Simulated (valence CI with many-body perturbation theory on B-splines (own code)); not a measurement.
# Forbidden lines of Er62+

Computed by valence CI with perturbative core correlation (CI+MBPT): four valence electrons over a frozen Dirac-Fock core [He], radial functions for each j: 11 s, 11 p, 9 d, 7 f, 5 g, 2 h, 1 i, with the one-electron correlation potential Σ1 (screened to all orders), the two-electron term Σ2, the three-electron term Σ3, Breit, model QED; selected single and double excitations, second order for the rest (own B-spline code, finite nucleus).

The last digits are not significant, and no measured levels were compared; by estimate large intervals hold to a few tenths of a per cent, small ones and those within an open d or f shell to about a per cent. Among the levels kept, up to 270 cm⁻¹ of a level comes from second order outside the variational space, and about a tenth of that is noise between levels of different J, which matters for small intervals.

Lines 1 to 50 of 57 in falling wavelength, among levels below 83053 × 10³ cm⁻¹, chosen from the decays that carry over 1 % of a level's rate. Wavelengths and rates use the calculated energies. Electric multipoles are in the length gauge, E1 and E2 with the static RPA response of the core. Weak lines are less certain than strong ones. Lines between different terms over intervals too small for the method are left out, as are lines whose strength nearly cancels. The highest levels of a list are the least certain.

Levels are named by their leading jj configuration (3d3/2^4 stands for four electrons in 3d with j = 3/2), which in mixed levels can hold well under half, so a name can repeat and another be missing. Letters in brackets count levels of one name in rising energy.

| λ vac (Å) | Upper | Lower | Type | A (s⁻¹) | Branch % |
| --- | --- | --- | --- | --- | --- |
| 12.98 | (2s^2 2p1/2 2p3/2) J=1 | (2s^2 2p1/2^2) J=0 | M1 | 5.44e+09 | 100.0 |
| 12.74 | (2s^2 2p1/2 2p3/2) J=2 | (2s^2 2p1/2^2) J=0 | E2 | 1.98e+07 | 99.9 |
| 12.73 | (2s^2 2p3/2 3d5/2) J=4 | (2s^2 2p1/2 3d5/2) J=3 | M1 | 4.25e+09 | 2.8 |
| 12.72 | (2s^2 2p3/2^2) J=2 | (2s^2 2p1/2 2p3/2) J=2 | M1 | 4.30e+09 | 18.0 |
| 12.49 | (2s^2 2p3/2^2) J=2 | (2s^2 2p1/2 2p3/2) J=1 | M1 | 4.30e+09 | 18.0 |
| 11.83 | (2s^2 2p3/2^2) J=0 | (2s^2 2p1/2 2p3/2) J=1 | M1 | 9.79e+09 | 35.5 |
| 1.626 | (2s^2 2p3/2 3p1/2) J=2 | (2s^2 2p3/2^2) J=0 | E2 | 3.26e+11 | 7.1 |
| 1.622 | (2s^2 2p1/2 3p1/2) J=1 | (2s^2 2p1/2 2p3/2) J=2 | E2 | 8.78e+11 | 39.9 |
| 1.622 | (2s 2p1/2^2 3p1/2) J=0 | (2s 2p1/2^2 2p3/2) J=2 | E2 | 1.73e+12 | 38.2 |
| 1.618 | (2s^2 2p1/2 3p1/2) J=1 | (2s^2 2p1/2 2p3/2) J=1 | E2 | 8.73e+11 | 39.6 |
| 1.614 | (2s^2 2p3/2 3p1/2) J=1 | (2s^2 2p3/2^2) J=2 | E2 | 8.93e+11 | 15.8 |
| 1.614 | (2s^2 2p3/2 3p1/2) J=2 | (2s^2 2p3/2^2) J=2 | E2 | 1.22e+12 | 26.3 |
| 1.613 | (2s^2 2p1/2 3p1/2) J=0 | (2s^2 2p1/2 2p3/2) J=2 | E2 | 1.71e+12 | 37.0 |
| 1.595 | (2s^2 2p3/2 3d5/2) J=4 | (2s 2p1/2 2p3/2^2) J=2 [b] | E2 | 2.30e+09 | 1.5 |
| 1.582 | (2s 2p1/2 2p3/2 3p3/2) J=4 | (2s 2p1/2 2p3/2^2) J=2 [b] | E2 | 5.90e+10 | 2.7 |
| 1.578 | (2s^2 2p3/2 3d5/2) J=4 | (2s 2p1/2 2p3/2^2) J=3 | E2 | 1.46e+10 | 9.5 |
| 1.566 | (2s 2p1/2 2p3/2 3p3/2) J=4 | (2s 2p1/2 2p3/2^2) J=3 | E2 | 5.22e+11 | 24.2 |
| 1.565 | (2s 2p1/2 2p3/2 3p3/2) J=0 [b] | (2s 2p1/2 2p3/2^2) J=2 [b] | E2 | 9.34e+11 | 7.6 |
| 1.564 | (2s^2 2p3/2 3p3/2) J=2 | (2s^2 2p3/2^2) J=0 | E2 | 3.51e+11 | 3.5 |
| 1.563 | (2s 2p1/2 2p3/2 3p3/2) J=1 [d] | (2s 2p1/2 2p3/2^2) J=2 [b] | E2 | 5.38e+11 | 2.1 |
| 1.561 | (2s 2p1/2 2p3/2 3p3/2) J=1 [d] | (2s 2p1/2 2p3/2^2) J=1 [a] | E2 | 4.69e+11 | 1.8 |
| 1.561 | (2s 2p1/2^2 3p3/2) J=2 | (2s 2p1/2^2 2p3/2) J=2 | E2 | 5.95e+11 | 2.7 |
| 1.560 | (2s^2 2p1/2 3p3/2) J=2 | (2s^2 2p1/2 2p3/2) J=2 | E2 | 5.98e+11 | 18.3 |
| 1.560 | (2s^2 2p1/2 3p3/2) J=1 | (2s^2 2p1/2 2p3/2) J=2 | E2 | 4.32e+11 | 10.5 |
| 1.559 | (2s^2 2p3/2 3p3/2) J=3 | (2s^2 2p3/2^2) J=2 | E2 | 6.71e+11 | 8.3 |
| 1.559 | (2s^2 2p3/2 3p3/2) J=1 | (2s^2 2p3/2^2) J=2 | E2 | 6.72e+11 | 4.4 |
| 1.557 | (2s 2p1/2 2p3/2 3p3/2) J=4 | (2s 2p1/2 2p3/2^2) J=2 [a] | E2 | 3.39e+10 | 1.6 |
| 1.557 | (2s^2 2p1/2 3p3/2) J=2 | (2s^2 2p1/2 2p3/2) J=1 | E2 | 2.62e+11 | 8.1 |
| 1.556 | (2s^2 2p1/2 3p3/2) J=1 | (2s^2 2p1/2 2p3/2) J=1 | E2 | 4.25e+11 | 10.4 |
| 1.549 | (2s^2 2p3/2 3p3/2) J=0 | (2s^2 2p3/2^2) J=2 | E2 | 1.76e+12 | 15.2 |
| 1.547 | (2s 2p1/2 2p3/2 3p3/2) J=1 [d] | (2s 2p1/2 2p3/2^2) J=3 | E2 | 3.16e+11 | 1.2 |
| 1.541 | (2s 2p1/2 2p3/2 3p3/2) J=0 [b] | (2s 2p1/2 2p3/2^2) J=2 [a] | E2 | 2.38e+11 | 1.9 |
| 1.538 | (2s 2p1/2 2p3/2 3d5/2) J=5 | (2s 2p1/2 2p3/2^2) J=3 | M2 | 3.94e+10 | 48.5 |
| 1.538 | (2s 2p1/2 2p3/2 3d5/2) J=5 | (2s 2p1/2 2p3/2^2) J=3 | E3 | 2.12e+09 | 2.6 |
| 1.531 | (2s^2 2p3/2 3d5/2) J=4 | (2s^2 2p3/2^2) J=2 | M2 | 3.77e+10 | 24.6 |
| 1.531 | (2s^2 2p3/2 3d5/2) J=4 | (2s^2 2p3/2^2) J=2 | E3 | 2.76e+09 | 1.8 |
| 1.404 | (2s^2 2p3/2 3d5/2) J=4 | (2s 2p1/2^2 2p3/2) J=2 | E2 | 6.11e+09 | 4.0 |
| 1.395 | (2s 2p1/2 2p3/2 3p3/2) J=4 | (2s 2p1/2^2 2p3/2) J=2 | E2 | 9.34e+11 | 43.2 |
| 1.392 | (2s 2p1/2 2p3/2 3p3/2) J=1 [d] | (2s 2p1/2^2 2p3/2) J=1 | E2 | 5.14e+11 | 2.0 |
| 1.390 | (2s^2 2p1/2 3p3/2) J=2 | (2s^2 2p1/2^2) J=0 | E2 | 8.39e+11 | 25.7 |
| 1.389 | (2s^2 2p3/2 3p3/2) J=3 | (2s^2 2p1/2 2p3/2) J=2 | E2 | 4.34e+11 | 5.4 |
| 1.389 | (2s^2 2p3/2 3p3/2) J=1 | (2s^2 2p1/2 2p3/2) J=2 | E2 | 8.86e+11 | 5.8 |
| 1.386 | (2s^2 2p3/2 3p3/2) J=3 | (2s^2 2p1/2 2p3/2) J=1 | E2 | 6.22e+11 | 7.7 |
| 1.384 | (2s^2 2p3/2 3p3/2) J=2 | (2s^2 2p1/2 2p3/2) J=2 | E2 | 7.23e+11 | 7.1 |
| 1.382 | (2s^2 2p3/2 3p3/2) J=2 | (2s^2 2p1/2 2p3/2) J=1 | E2 | 3.15e+11 | 3.1 |
| 1.381 | (2s^2 2p3/2 3p3/2) J=0 | (2s^2 2p1/2 2p3/2) J=2 | E2 | 1.01e+12 | 8.8 |
| 1.372 | (2s 2p1/2 2p3/2 3d5/2) J=5 | (2s 2p1/2^2 2p3/2) J=2 | E3 | 5.43e+09 | 6.7 |
| 1.366 | (2s^2 2p3/2 3d5/2) J=4 | (2s^2 2p1/2 2p3/2) J=2 | M2 | 2.02e+10 | 13.2 |
| 1.366 | (2s^2 2p3/2 3d5/2) J=4 | (2s^2 2p1/2 2p3/2) J=2 | E3 | 2.21e+09 | 1.4 |
| 1.364 | (2s^2 2p3/2 3d5/2) J=4 | (2s^2 2p1/2 2p3/2) J=1 | E3 | 3.81e+09 | 2.5 |
